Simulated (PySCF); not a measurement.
**YbH2, singlet: computed properties**

These are results of PBE0 in PySCF with Yb def2-TZVP with ECP28, H def2-TZVP; scalar-relativistic core potentials, no spin–orbit coupling; density-fitted integrals, not measurements.

The structure is a minimum.

Coordinates in bohr (charge 0 multiplicity 1):
```
Yb    0.0000    0.0000   -0.0195
H     3.5220    0.0000    1.6836
H    -3.5220    0.0000    1.6836
```

```
Point group                                                                   : C2v
Bond lengths                                                                  : Yb–H 2.070 Å (×2)
Bond angles                                                                   : H–Yb–H 128.4°
Lowest empty level                                                            : -1.73 eV
Highest occupied level                                                        : -5.51 eV
Enthalpy at 298.15 K above 0 K                                                : 10.98 kJ/mol
Heat capacity Cp at 298.15 K                                                  : 41.4 J/(mol K)
Entropy at 298.15 K and 1 bar                                                 : 240.6 J/(mol K)
Zero-point energy                                                             : 17.2 kJ/mol
Dipole moment                                                                 : 5.22 D
Principal polarisabilities                                                    : 42.1, 47.1, 61.2 bohr³
Principal quadrupole moments (Buckingham, traceless) about the centre of mass : -18.88, 6.32, 12.56 D Å
Rotational symmetry number                                                    : 2
Rotational constants                                                          : 10.42, 2.408, 1.956 cm⁻¹
```

Harmonic modes (masses in u: Yb 173.939, H 1.008):
| symmetry | ω (cm⁻¹) | IR (km/mol) | μ (u) |
| --- | --- | --- | --- |
| a1 | 332 | 353 | 1.02 |
| b2 | 1247 | 683 | 1.02 |
| a1 | 1301 | 71.6 | 1.01 |

In C2v the vibrations span 2a1 + b2. Here b1 is antisymmetric to the molecular plane and b2 lies in it.

Charges (e):
```
atom  Mulliken  Löwdin  polar tensor  Mayer order to Yb1
 Yb1      0.57    0.47          1.14                   –
H2,3     -0.29   -0.24         -0.57                0.89
```

Mulliken populations on Yb1 (electrons outside its core potential): s 4.71, p 12.38, d 10.35, f 13.99.

Formally Yb is in oxidation state +2, with 14 electrons left for the f, d and s shells; the Mulliken f population is 13.99.

Stability towards spin polarisation was not tested. Other isomers or separated fragments may lie lower.

The final relaxation and frequency run took 53 s on 2 threads of a shared Arm Neoverse N1 host, with 108 basis functions and 7 gradients; the process peaked at 1.4 GiB. Launch command: `OMP_NUM_THREADS=2 python axn.py task.json out`.
